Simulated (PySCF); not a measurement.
cyclopropane (C₃H₆), singlet, geometry from GFN2-xTB; WB97X/6-31G* (PySCF).

PySCF was given this input:
```python
from pyscf import gto, scf, dft

mol = gto.Mole()
mol.atom = '''
    C    -0.001647    0.863879    0.014277
    C     0.749028   -0.430640    0.000480
    C    -0.747382   -0.433240   -0.014757
    H    -0.011940    1.440071    0.926921
    H     0.006394    1.469948   -0.878830
    H     1.270736   -0.710376   -0.902067
    H     1.252402   -0.740253    0.903684
    H    -1.267963   -0.744633    0.878021
    H    -1.249629   -0.714756   -0.927730
'''
mol.basis = '6-31g*'
mol.charge = 0
mol.spin = 0
mol.verbose = 4
mol.build()

mf = dft.RKS(mol)
mf.xc = 'wb97x'
mf.grids.becke_scheme = dft.gen_grid.stratmann
mf.kernel()
```

Task: Predict the main parts of the log of this PySCF run.

Result: 
```
PySCF version 2.14.0

[INPUT] verbose = 4
[INPUT] num. atoms = 9
[INPUT] num. electrons = 24
[INPUT] charge = 0
[INPUT] spin (= nelec alpha-beta = 2S) = 0
[INPUT] symmetry False subgroup None
[INPUT] Mole.unit = angstrom
[INPUT] Symbol           X                Y                Z      unit          X                Y                Z       unit  Magmom
[INPUT]  1 C     -0.001647000000   0.863879000000   0.014277000000 AA   -0.003112378927   1.632494714763   0.026979619880 Bohr   0.0
[INPUT]  2 C      0.749028000000  -0.430640000000   0.000480000000 AA    1.415457779631  -0.813791658283   0.000907068540 Bohr   0.0
[INPUT]  3 C     -0.747382000000  -0.433240000000  -0.014757000000 AA   -1.412347290430  -0.818704946207  -0.027886688420 Bohr   0.0
[INPUT]  4 H     -0.011940000000   1.440071000000   0.926921000000 AA   -0.022563329927   2.721339789929   1.751626829108 Bohr   0.0
[INPUT]  5 H      0.006394000000   1.469948000000  -0.878830000000 AA    0.012082908840   2.777799137352  -1.660748010052 Bohr   0.0
[INPUT]  6 H      1.270736000000  -0.710376000000  -0.902067000000 AA    2.401343016625  -1.342416085464  -1.704659576008 Bohr   0.0
[INPUT]  7 H      1.252402000000  -0.740253000000   0.903684000000 AA    2.366696777858  -1.398875432888   1.707715263151 Bohr   0.0
[INPUT]  8 H     -1.267963000000  -0.744633000000   0.878021000000 AA   -2.396102806082  -1.407152433313   1.659219221617 Bohr   0.0
[INPUT]  9 H     -1.249629000000  -0.714756000000  -0.927730000000 AA   -2.361456567314  -1.350693085890  -1.753155617543 Bohr   0.0

nuclear repulsion = 76.1501070915417
number of shells = 30
number of NR pGTOs = 105
number of NR cGTOs = 54
basis = 6-31g*
ecp = {}

******** <class 'pyscf.dft.rks.RKS'> ********
method = RKS
initial guess = minao
damping factor = 0
level_shift factor = 0
DIIS = <class 'pyscf.scf.diis.CDIIS'>
diis_start_cycle = 1
diis_space = 8
diis_damp = 0
SCF conv_tol = 1e-09
SCF conv_tol_grad = None
SCF max_cycles = 50
direct_scf = True
direct_scf_tol = 1e-13
XC library pyscf.dft.libxc version 7.1.2
    S. Lehtola, C. Steigemann, M. J. T. Oliveira, and M. A. L. Marques,  SoftwareX 7, 1–5 (2018)
XC functionals = wb97x
    J.-D. Chai and M. Head-Gordon,  J. Chem. Phys. 128, 084106 (2008)
radial grids:
    Treutler-Ahlrichs [JCP 102, 346 (1995); DOI:10.1063/1.469408] (M4) radial grids

becke partition: Stratmann, Scuseria, Frisch. CPL, 257, 213 (1996); DOI:10.1016/0009-2614(96)00600-8
pruning grids: <function nwchem_prune>
grids dens level: 3
symmetrized grids: False
atomic radii adjust function: <function treutler_atomic_radii_adjust>
small_rho_cutoff = 0
Set gradient conv threshold to 3.16228e-05
Initial guess from minao.
tot grids = 101208
init E= -118.340323767891
  HOMO = -0.338964935695837  LUMO = 0.123430874055386  gap/eV = 12.58243
cycle= 1 E= -117.85224539293  delta_E= 0.488  |g|= 0.176  |ddm|= 2.46
  HOMO = -0.369245635996412  LUMO = 0.208970225093952  gap/eV = 15.73405
cycle= 2 E= -117.860093827743  delta_E= -0.00785  |g|= 0.0814  |ddm|= 0.181
  HOMO = -0.397501852372462  LUMO = 0.200891128625901  gap/eV = 16.28310
cycle= 3 E= -117.861687548739  delta_E= -0.00159  |g|= 0.0242  |ddm|= 0.0819
  HOMO = -0.391167342798387  LUMO = 0.203643896348608  gap/eV = 16.18564
cycle= 4 E= -117.861840688808  delta_E= -0.000153  |g|= 0.00146  |ddm|= 0.0186
  HOMO = -0.391067239058266  LUMO = 0.203734661345876  gap/eV = 16.18538
cycle= 5 E= -117.861841456104  delta_E= -7.67e-07  |g|= 0.000215  |ddm|= 0.00231
  HOMO = -0.391092697916171  LUMO = 0.203716736268571  gap/eV = 16.18559
cycle= 6 E= -117.861841481463  delta_E= -2.54e-08  |g|= 2.34e-05  |ddm|= 0.000675
  HOMO = -0.391088062898709  LUMO = 0.203721179220939  gap/eV = 16.18558
cycle= 7 E= -117.861841481778  delta_E= -3.16e-10  |g|= 2.96e-06  |ddm|= 8.68e-05
  HOMO = -0.391087050403708  LUMO = 0.203721641825177  gap/eV = 16.18557
Extra cycle  E= -117.861841481782  delta_E= -3.78e-12  |g|= 1.4e-06  |ddm|= 6.02e-06
converged SCF energy = -117.861841481782
```
